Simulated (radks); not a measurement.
Ga3+, 28 electrons, occupied as [Ne] 3s2 3p5 3d10 4p1 (not the ground configuration).

Calculated with a radial shooting solver on a logarithmic mesh with Libxc functionals: Dirac Kohn-Sham, revPBE, spin-unpolarised, spherical densities, point nucleus; open shells fill j = l - 1/2 first.

Energy parts (eV):
| part | energy |
|---|---|
| total | -52737.907 |
| kinetic | 53790.019 |
| electron-nucleus | -126021.551 |
| Hartree | 21512.927 |
| exchange-correlation | -2019.301 |

Orbitals (lengths in bohr, moments of r in powers of bohr; <r^-3> diverges for s and p1/2; r(max) is where P^2 peaks):
orbital,occ.,eigenvalue (eV),<r>,<r^2>,r(max),<r^-3>,small-component weight
1s1/2,2,-10279.19,0.04859,0.003177,0.03178,-,1.26e-02
2s1/2,2,-1309.438,0.2175,0.05585,0.1824,-,2.42e-03
2p1/2,2,-1164.808,0.1882,0.04350,0.1444,-,2.40e-03
2p3/2,4,-1137.104,0.1917,0.04501,0.1473,861.9,2.36e-03
3s1/2,2,-193.5785,0.6467,0.4821,0.5632,-,5.52e-04
3p1/2,2,-146.5304,0.6634,0.5173,0.5594,-,5.05e-04
3p3/2,3,-142.8262,0.6735,0.5330,0.5675,116.2,4.93e-04
3d3/2,4,-63.4269,0.7452,0.6999,0.5247,12.98,3.75e-04
3d5/2,6,-62.9209,0.7495,0.7080,0.5274,12.65,3.72e-04
4p1/2,1,-30.3672,2.167,5.340,1.886,-,6.81e-05
4p3/2,0,-30.0128,2.191,5.459,1.910,11.21,6.69e-05

The highest occupied level is 4p1/2 at -30.367 eV. Summed over all electrons, <r^2> = 16.37 bohr^2, which gives a Langevin (diamagnetic) susceptibility term of -13 x 10^-6 cm^3/mol. The density falls to 0.001 e/bohr^3 at r = 3.34 bohr.
